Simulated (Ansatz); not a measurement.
```yaml
crystal:
  periodic: [false, false, false]
  atoms:
    - {symbol: C, position_ang: [0.262866, 1.755344, -0.229053]}
    - {symbol: N, position_ang: [0.358977, 0.336983, -0.494225]}
    - {symbol: Si, position_ang: [-0.300790, -0.896201, 0.479866]}
    - {symbol: S, position_ang: [-0.736425, -2.537757, -0.821895]}
    - {symbol: H, position_ang: [1.149466, 2.162805, 0.271779]}
    - {symbol: H, position_ang: [0.105001, 2.319230, -1.153171]}
    - {symbol: H, position_ang: [-0.596005, 1.947221, 0.418206]}
    - {symbol: H, position_ang: [1.062327, 0.086599, -1.170884]}
    - {symbol: H, position_ang: [-1.504020, -0.302272, 1.118877]}
    - {symbol: H, position_ang: [0.561423, -1.462819, 1.558044]}
    - {symbol: H, position_ang: [-0.297519, -3.466131, 0.042955]}
basis:
  gaussian: {orbitals: cc-pVTZ}
hamiltonian: {xc: {name: B3LYP}, dispersion: d4}
output: {forces: true}
```

```sh
$ ansatz run in.yaml --threads 4 --pin off --events-out ev --progress --plain --max-ram 10444MiB
```

Output, abridged:

```
Functional definition: B3LYP
1327 factors; their error is unknown
mean field evaluation 1: about -21350.3047 eV, gradient 6.3e1 eV
mean field evaluation 2: about -21334.5310 eV, gradient 1.0e2 eV
mean field evaluation 4: about -21358.3229 eV, gradient 5.7e0 eV
mean field evaluation 8: about -21358.3903 eV, gradient 4.4e-2 eV
mean field evaluation 16: about -21358.4100 eV, gradient 2.4e-5 eV
mean field -21358.40997317 eV, -784.9070892636 hartree, gradient 2.4e-5 eV, S^2 0.000000; 0 other end points of the search recorded, 0 dependent functions left out
reference -21358.41024905 eV, -784.9070994022 hartree; 25, 25 occupied and 201, 201 virtual orbitals, 1327 factors
Total energy: -21358.78092629 eV, -784.9207215394 hartree
Atom 0 at     0.262866     1.755344    -0.229053 Å, force    -0.029920     0.321911     0.045540 eV/Å
Atom 1 at     0.358977     0.336983    -0.494225 Å, force     0.113440    -0.070598    -0.184326 eV/Å
Atom 2 at    -0.300790    -0.896201     0.479866 Å, force    -0.059033     0.026546     0.367417 eV/Å
Atom 3 at    -0.736425    -2.537757    -0.821895 Å, force    -0.072660    -0.195247    -0.200856 eV/Å
Atom 4 at     1.149466     2.162805     0.271779 Å, force    -0.041177     0.003680    -0.023480 eV/Å
Atom 5 at     0.105001     2.319230    -1.153171 Å, force     0.015741    -0.011531     0.047428 eV/Å
Atom 6 at    -0.596005     1.947221     0.418206 Å, force     0.052590     0.005195    -0.037031 eV/Å
Atom 7 at     1.062327     0.086599    -1.170884 Å, force     0.003885     0.005860    -0.011012 eV/Å
Atom 8 at    -1.504020    -0.302272     1.118877 Å, force     0.028716    -0.019480    -0.008383 eV/Å
Atom 9 at     0.561423    -1.462819     1.558044 Å, force    -0.020624     0.015234    -0.014100 eV/Å
Atom 10 at    -0.297519    -3.466131     0.042955 Å, force     0.009042    -0.081569     0.018802 eV/Å
Dipole moment:     0.240744     0.231185     0.072737 e Å
```

Run time 2.5 s (4 threads of an Intel Xeon Platinum 8488C on a shared host); peak host memory 0.62 GiB.
